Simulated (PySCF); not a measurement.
A series of related molecules.

All values: PBE0/def2-SVPD (PySCF) at GFN2-xTB geometries, gas phase, one conformer each. Core orbitals are frozen in the response; Δα² is half the sum of the squared differences of the principal polarisabilities.

Question: Rank by HOMO energy, highest first.
A. `C=C(F)C(C)C`
B. `C=C(Cl)[C@@H](C)[SiH3]`
C. `C=C(Cl)[SiH2]C(C)C`

Answer: B (-7.24 eV), A (-7.38 eV), C (-7.54 eV).

All values together:

```tsv
SMILES	formula	μ (D)	HOMO (eV)	LUMO (eV)	α (Å³)	Δα (Å³)	electrons	α per electron (Å³)
C=C(F)C(C)C	C5H9F	1.59	-7.38	0.47	9.30	2.87	48	0.194
C=C(Cl)[SiH](C)C	C4H9ClSi	1.33	-7.48	-0.49	13.25	2.72	64	0.207
C=C(Cl)[C@@H](C)[SiH3]	C4H9ClSi	1.58	-7.24	-0.22	13.32	2.86	64	0.208
C=C(Cl)[SiH2]C(C)C	C5H11ClSi	1.37	-7.54	-0.62	15.09	3.68	72	0.210
```

Conformers: `[CH2:1]=[C:2]([F:3])[CH:4]([CH3:5])[CH3:6]` with C1–C2–C4–C5 120°; `[CH2:1]=[C:2]([Cl:3])[SiH:4]([CH3:5])[CH3:6]` with C1–C2–Si4–C5 -123°; `[CH2:1]=[C:2]([Cl:3])[C@@H:4]([CH3:5])[SiH3:6]` with C1–C2–C4–C5 119°; `[CH2:1]=[C:2]([Cl:3])[SiH2:4][CH:5]([CH3:6])[CH3:7]` with C1–C2–Si4–C5 122°, C2–Si4–C5–C6 178°.
